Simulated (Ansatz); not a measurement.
Computed with Ansatz on PBE0-D4/def2-TZVP structures; ΔE is electronic, products minus reactants. CBS: MP2 limit from def2 TZ/QZ plus the TZ coupled-cluster correction, frozen cores. This one scheme is used for every species. Functionals use def2-TZVPP. HSE06 is defined as in plane-wave codes. One conformer a species, not always the lowest.

`C[Si](O)(F)Cl` + H₂ → `C[SiH](O)F` + HCl  (hydrogenolysis of the Si–Cl bond)

(1) Is it downhill or uphill in electronic energy at CCSD(T)/CBS, and by how much? (Best estimate.)

(2) What do these levels give: BLYP-D4, PBE0-D4, HSE06-D4, ωB97X-V, PBE, BLYP, RPA@PBE/def2-TZVPP, MP2/def2-SVP, HF/def2-TZVPP, SCS-MP2/def2-TZVPP, CCSD/def2-TZVPP, CCSD(T)/def2-TZVPP? (Best estimate.)

Largest T1 diagnostic among the species: 0.011.

Results:

(1) The calculation gave: Uphill: ΔE = +96.0 kJ/mol.

(2) Computed: BLYP-D4 97.9, PBE0-D4 97.2, HSE06-D4 97.1, ωB97X-V 95.8, PBE 92.0, BLYP 85.4, RPA@PBE/def2-TZVPP 84.8, MP2/def2-SVP 90.1, HF/def2-TZVPP 82.0, SCS-MP2/def2-TZVPP 93.3, CCSD/def2-TZVPP 87.7, CCSD(T)/def2-TZVPP 91.5 kJ/mol.

At CCSD(T), def2-SVP lies −14.8 kJ/mol from the extrapolated value and def2-TZVPP −4.6 kJ/mol. Leaving LDA and LC-ωPBE aside and taking each functional with its dispersion term where it has one, the values, not all of them listed here, spread over 12.1 kJ/mol, from B2PLYP to r2SCAN-D4. LDA lies +4.3 kJ/mol from PBE without D4. In def2-TZVPP, CCSD(T) changes the Hartree–Fock value by +9.4 kJ/mol (the triples alone add +3.7 kJ/mol) and MP2 by +18.5 kJ/mol.
